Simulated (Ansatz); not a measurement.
Input for Ansatz (a program for electronic structure): R-B3LYP/def2-TZVPP on CH7BSi (SMILES CB[SiH3]), a point of a torsion scan.

Ansatz 0.2 input:
```yaml
crystal:
  periodic: [false, false, false]
  atoms:
    - {symbol: C, position_ang: [-1.51708942, 0.11559056, 0.32290163]}
    - {symbol: B, position_ang: [-0.31046124, -0.23935503, -0.61597980]}
    - {symbol: Si, position_ang: [1.55191341, -0.03164061, -0.03447814]}
    - {symbol: H, position_ang: [-2.39001883, -0.52042180, 0.18021533]}
    - {symbol: H, position_ang: [-1.84227882, 1.12471985, 0.05428313]}
    - {symbol: H, position_ang: [-1.28296879, 0.14220875, 1.38553899]}
    - {symbol: H, position_ang: [-0.57212807, -0.61790902, -1.69845036]}
    - {symbol: H, position_ang: [2.14755112, -1.31149013, 0.38770623]}
    - {symbol: H, position_ang: [2.46254356, 0.49333966, -1.06495854]}
    - {symbol: H, position_ang: [1.73866952, 0.86528948, 1.11843795]}
basis:
  gaussian:
    orbitals: def2-TZVPP
hamiltonian:
  xc: {name: B3LYP}
scf: {lower_state_search: off}
```

The head of its log:

```
WARN ansatz: RAYON_NUM_THREADS=1 ignored (pool sized by the plan → 1); use --threads N
Functional definition: B3LYP
these checks for a lower state are left out or cut short: stability, starts, cluster_reference, orbital_swaps, neighbouring_geometries, increment
integrals: 0.09 GiB planned
1053 factors; their error is unknown
mean field: 0.90 GiB planned
mean field evaluation 1: about -9699.6626 eV, gradient 5.2e1 eV
mean field evaluation 2: about -9696.9338 eV, gradient 5.8e1 eV
```

### Question
Predict the final total energy.

### Answer
-356.6929 hartree.
